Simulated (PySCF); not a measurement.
PySCF input file for C3H8OSi, SMILES C=CC[SiH2]O, IEF-PCM-ωB97X/def2-SVP. Geometry optimised at PBE0-D3(BJ)/def2-SVP. Other conformers were not sampled.

```python
import numpy as np
from pyscf import gto, scf, dft
from pyscf.solvent import pcm

mol = gto.M(
    atom='''
    Si    0.67113061    0.46512006    0.96987768
    O     2.00673797    0.01738587    0.07550199
    C    -0.83524796   -0.58568883    0.52147833
    C    -0.98773402   -0.65330501   -0.96235367
    C    -1.79871074    0.10667068   -1.70444374
    H     1.05175102    0.26765304    2.39670635
    H     0.31684632    1.89964975    0.72404396
    H     1.96068130    0.21042793   -0.86553642
    H    -0.70158317   -1.59167115    0.95277831
    H    -1.71955065   -0.13022666    0.99883532
    H    -0.33082901   -1.36843041   -1.47456756
    H    -1.82142328    0.01843387   -2.79345856
    H    -2.47546870    0.83733494   -1.24919041
    ''',
    basis='def2-SVP',
    charge=0,
    spin=0,
    max_memory=1600,
    verbose=3,
)
mf = dft.RKS(mol, xc='wb97x').density_fit(auxbasis='def2-universal-jkfit')
mf.grids.level = 3
mf.conv_tol = 1e-9
mf.max_cycle = 100
mf.kernel()
res = {}
for name, eps in {'water': 78.355, 'benzene': 2.2706, 'dimethylsulfoxide': 46.826}.items():
    s = mf.PCM()
    s.with_solvent.method, s.with_solvent.eps, s.with_solvent.lebedev_order = 'IEF-PCM', eps, 29
    s.kernel(mf.make_rdm1())
    res[name] = (s.e_tot, eps, s.dip_moment(), s.mo_energy, s.converged)
    print(f'{name}: electrostatic solvation free energy {(s.e_tot - mf.e_tot) * 627.509474:.3f} kcal/mol')
```

Program output:

```
converged SCF energy = -483.572695870399

WARN: PCM is an experimental feature. It is still in testing.
Features and APIs may be changed in the future.

converged SCF energy = -483.58004212907
Dipole moment(X, Y, Z, Debye): -0.98399,  0.04400, -1.06418
water: electrostatic solvation free energy -4.610 kcal/mol

WARN: PCM is an experimental feature. It is still in testing.
Features and APIs may be changed in the future.

converged SCF energy = -483.575894234972
Dipole moment(X, Y, Z, Debye): -0.92749,  0.05958, -0.96337
benzene: electrostatic solvation free energy -2.007 kcal/mol

WARN: PCM is an experimental feature. It is still in testing.
Features and APIs may be changed in the future.

converged SCF energy = -483.579933155524
Dipole moment(X, Y, Z, Debye): -0.98294,  0.04425, -1.06127
dimethylsulfoxide: electrostatic solvation free energy -4.541 kcal/mol
```

Self-consistency was reached.
